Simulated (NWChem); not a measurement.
System: CH4AlClS; SMILES [CH3][Al]([SH])[Cl]

Here is an NWChem input.

```
start job
memory heap 200 mb stack 900 mb global 1100 mb
geometry units angstroms noautosym nocenter noautoz
  Al    -0.359790     0.018003     0.071519
  Cl     0.671322    -1.792617     0.390006
  C     -2.299358     0.054491     0.033233
  H     -2.710629     1.060441    -0.141057
  H     -2.706121    -0.321109     0.986703
  H     -2.677115    -0.611850    -0.759815
  S      0.935528     1.753076    -0.195753
  H     -0.099324     2.609044    -0.355408
end
basis spherical
  * library 6-31g*
end
dft
  xc hfexch
  iterations 150
  mulliken
end
task dft energy
esp
  recalculate
  probe 0.07
  range 0.3
  factor 1.0
  spacing 0.02
end
task esp
```

Output (shortened):

```
             Northwest Computational Chemistry Package (NWChem) 7.3.0
             --------------------------------------------------------

                             Geometry "geometry" -> ""
                             -------------------------

 Output coordinates in angstroms (scale by  1.889725989 to convert to a.u.)

  No.       Tag          Charge          X              Y              Z
 ---- ---------------- ---------- -------------- -------------- --------------
    1 Al                  13.0000    -0.35979000     0.01800300     0.07151900
    2 Cl                  17.0000     0.67132200    -1.79261700     0.39000600
    3 C                    6.0000    -2.29935800     0.05449100     0.03323300
    4 H                    1.0000    -2.71062900     1.06044100    -0.14105700
    5 H                    1.0000    -2.70612100    -0.32110900     0.98670300
    6 H                    1.0000    -2.67711500    -0.61185000    -0.75981500
    7 S                   16.0000     0.93552800     1.75307600    -0.19575300
    8 H                    1.0000    -0.09932400     2.60904400    -0.35540800

 Effective nuclear repulsion energy (a.u.)     239.2218157225

  xc_inp: hfexch multiplicative factor not found.

                                 NWChem DFT Module
                                 -----------------

 Summary of "ao basis" -> "ao basis" (spherical)
 ------------------------------------------------------------------------------
       Tag                 Description            Shells   Functions and Types
 ---------------- ------------------------------  ------  ---------------------
 Al                          6-31g*                  8       18   4s3p1d
 Cl                          6-31g*                  8       18   4s3p1d
 C                           6-31g*                  6       14   3s2p1d
 H                           6-31g*                  2        2   2s
 S                           6-31g*                  8       18   4s3p1d

            General Information
            -------------------
          SCF calculation type: DFT
          Wavefunction type:  closed shell.
          No. of atoms     :     8
          No. of electrons :    56
           Alpha electrons :    28
            Beta electrons :    28
          Charge           :     0
          Spin multiplicity:     1
          Use of symmetry is: off; symmetry adaption is: off
          Maximum number of iterations: 150
          AO basis - number of functions:    76
                     number of shells:    38
          Convergence on energy requested:  1.00D-06
          Convergence on density requested:  1.00D-05
          Convergence on gradient requested:  5.00D-04

              XC Information
              --------------
                     Hartree-Fock (Exact) Exchange  1.000

      Superposition of Atomic Density Guess
      -------------------------------------

 Sum of atomic energies:       -1138.41809868

      Non-variational initial energy
      ------------------------------

 Total energy =   -1139.647223
 1-e energy   =   -2049.895373
 2-e energy   =     671.026335
 HOMO         =      -0.342363
 LUMO         =       0.010054

     ---------------------------------------------
      Total Density - Mulliken Population Analysis
     ---------------------------------------------

    Atom       Charge   Shell Charges
 -----------   ------   -------------------------------------------------------
    1 Al  13    11.95   2.00  2.00  5.97  0.78  0.79  0.15  0.11  0.16
    2 Cl  17    17.47   2.00  2.00  5.98  1.38  3.76  0.55  1.79  0.01
    3 C    6     7.05   2.00  0.72  2.11  0.72  1.47  0.02
    4 H    1     0.74   0.45  0.29
    5 H    1     0.73   0.45  0.29
    6 H    1     0.73   0.45  0.29
    7 S   16    16.59   2.00  2.00  5.98  1.33  3.18  0.53  1.56  0.02
    8 H    1     0.73   0.39  0.34

   convergence    iter        energy       DeltaE   RMS-Dens  Diis-err
 ---------------- ----- ----------------- --------- --------- ---------
 d= 0,ls=0.0,diis     1  -1139.1693588537 -1.38D+03  7.97D-03  2.49D-01
 d= 0,ls=0.0,diis     2  -1139.2162407262 -4.69D-02  2.17D-03  2.51D-02
 d= 0,ls=0.0,diis     3  -1139.2209321171 -4.69D-03  9.34D-04  1.92D-03
 d= 0,ls=0.0,diis     4  -1139.2214832588 -5.51D-04  1.58D-04  5.17D-05
 d= 0,ls=0.0,diis     5  -1139.2215001737 -1.69D-05  5.13D-05  4.37D-06
  Resetting Diis
 d= 0,ls=0.0,diis     6  -1139.2215016639 -1.49D-06  1.17D-05  2.67D-07
 d= 0,ls=0.0,diis     7  -1139.2215017534 -8.95D-08  3.13D-06  2.86D-08

         Total DFT energy =    -1139.221501753387
      One electron energy =    -2052.861838381323
           Coulomb energy =      751.901389802112
    Exchange-Corr. energy =      -77.482868896701
 Nuclear repulsion energy =      239.221815722526

 Numeric. integr. density =        0.000000000000

                       DFT Final Molecular Orbital Analysis
                       ------------------------------------

 Vector   26  Occ=2.000000D+00  E=-4.664958D-01
              MO Center=  6.6D-01, -9.1D-01,  2.4D-01, r^2= 3.8D+00
   Bfn.  Coefficient  Atom+Function         Bfn.  Coefficient  Atom+Function
  ----- ------------  ---------------      ----- ------------  ---------------
    25      0.568969  2 Cl px                29      0.316485  2 Cl px
    63     -0.263210  7 S  px                21     -0.221049  2 Cl px
    26      0.220685  2 Cl py                66     -0.158260  7 S  s
    30      0.135618  2 Cl py                62     -0.128597  7 S  s
     8      0.120891  1 Al py                67     -0.106806  7 S  px

 Vector   27  Occ=2.000000D+00  E=-4.192224D-01
              MO Center= -2.1D-01,  5.8D-01, -1.9D-02, r^2= 4.9D+00
   Bfn.  Coefficient  Atom+Function         Bfn.  Coefficient  Atom+Function
  ----- ------------  ---------------      ----- ------------  ---------------
    63      0.352426  7 S  px                39      0.293373  3 C  px
    64      0.279965  7 S  py                 7     -0.252473  1 Al px
    25      0.250927  2 Cl px                43      0.215834  3 C  px
    67      0.179495  7 S  px                29      0.153077  2 Cl px
    68      0.138745  7 S  py                59     -0.134912  7 S  px

 Vector   28  Occ=2.000000D+00  E=-3.906203D-01
              MO Center=  8.5D-01,  1.6D+00, -1.7D-01, r^2= 1.9D+00
   Bfn.  Coefficient  Atom+Function         Bfn.  Coefficient  Atom+Function
  ----- ------------  ---------------      ----- ------------  ---------------
    65      0.636552  7 S  pz                69      0.417684  7 S  pz
    61     -0.241773  7 S  pz                27     -0.108439  2 Cl pz
    64      0.105948  7 S  py                 9      0.093823  1 Al pz
    31     -0.081400  2 Cl pz                68      0.069519  7 S  py
    15      0.046390  1 Al d -1              23      0.042426  2 Cl pz

 Vector   29  Occ=0.000000D+00  E= 7.359466D-02
              MO Center= -3.5D-01,  6.9D-02,  6.3D-02, r^2= 5.3D+00
   Bfn.  Coefficient  Atom+Function         Bfn.  Coefficient  Atom+Function
  ----- ------------  ---------------      ----- ------------  ---------------
    13      0.913162  1 Al pz                 9      0.364594  1 Al pz
    69     -0.327982  7 S  pz                31     -0.268800  2 Cl pz
    54     -0.198436  5 H  s                 56      0.198430  6 H  s
    65     -0.186913  7 S  pz                27     -0.160397  2 Cl pz
    12      0.151986  1 Al py                 5     -0.143586  1 Al pz

 Vector   30  Occ=0.000000D+00  E= 9.410425D-02
              MO Center= -3.6D-01,  2.6D-01,  3.2D-02, r^2= 6.2D+00
   Bfn.  Coefficient  Atom+Function         Bfn.  Coefficient  Atom+Function
  ----- ------------  ---------------      ----- ------------  ---------------
    10      2.026059  1 Al s                 66     -0.773251  7 S  s
    42     -0.728964  3 C  s                 28     -0.488580  2 Cl s
    68      0.347595  7 S  py                67      0.317358  7 S  px
    30     -0.290952  2 Cl py                43     -0.234100  3 C  px
    12      0.204140  1 Al py                 2     -0.149695  1 Al s

[...]

                     NWChem Electrostatic Potential Fit Module
                     -----------------------------------------

 Atom parameters

 Number of atoms is                                    8
 Number of basis functions is                         76

 Grid parameters

 Maximum number of grid points is                  37531
 Number of grid points is                          37530
 Grid range                                     0.300000 nm
 Grid spacing                                   0.020000 nm
 Probe radius                                   0.070000 nm
 Atom radius factor                             1.000000

 Atomic radii

    1    0.100000
    6    0.147000
   13    0.195000
   16    0.174000
   17    0.169000
 FASTESP  F
  using M.O. file = ./job.movecs

    Atom              Coordinates                           Charge

                                                  ESP

    1 Al   -0.035979    0.001800    0.007152    0.907603
    2 Cl    0.067132   -0.179262    0.039001   -0.368695
    3 C    -0.229936    0.005449    0.003323   -0.582070
    4 H    -0.271063    0.106044   -0.014106    0.107327
    5 H    -0.270612   -0.032111    0.098670    0.119564
    6 H    -0.267712   -0.061185   -0.075982    0.119992
    7 S     0.093553    0.175308   -0.019575   -0.478178
    8 H    -0.009932    0.260904   -0.035541    0.174456
                                            ------------
                                                0.000000

 Dipole moment                                  1.305854

 Quadrupole moment Qxx                         -8.840524
                   Qyy                         -3.932346
                   Qzz                         12.772870

 RMS deviation kJ/mol                           0.082043

 RRMS %                                        28.985643
```

Level: Hartree-Fock/6-31G* (spherical d). Structure relaxed at the PBE0/def2-SVP level.
